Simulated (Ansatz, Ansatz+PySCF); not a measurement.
```yaml
atoms:
  - { symbol: Ge, position_ang: [0.0000, 0.0000, 0.0000] }
  - { symbol: H, position_ang: [0.8875, 0.8875, 0.8875] }
  - { symbol: H, position_ang: [0.8875, -0.8875, -0.8875] }
  - { symbol: H, position_ang: [-0.8875, 0.8875, -0.8875] }
  - { symbol: H, position_ang: [-0.8875, -0.8875, 0.8875] }
```

Basis set: def2-SVP (spherical functions). Left uncorrelated: 9 orbitals. Charge 0, multiplicity 1.

Computed with Ansatz (development build ahead of 0.2.0); each method stands on the lowest determinant of its kind that the runs found. Restricted open shells among the atoms or ions are ROHF, correlated in semicanonical orbitals with singles. Restricted functionals stand beside restricted open-shell atoms, which can lie above the unrestricted atoms usual in DFT and then raise those values.

The atomization energy at this shape (free ground-state atoms in the same class of orbitals less the molecule, no zero-point energy) of singlet GeH4:

```tsv
method	atomization energy
ωB97X (restricted)	12.92 eV
ωB97X (unrestricted)	12.89 eV
r²SCAN (restricted)	12.82 eV
r²SCAN (unrestricted)	12.77 eV
PBE0 (unrestricted)	12.50 eV
PBE0 (restricted)	12.53 eV
PBE (restricted)	12.45 eV
RHF-CCSD(T)	12.25 eV
RHF	9.85 eV
UHF	9.76 eV
```

(1) What does RHF-MP2 give?

Results:

(1) 11.87 eV.
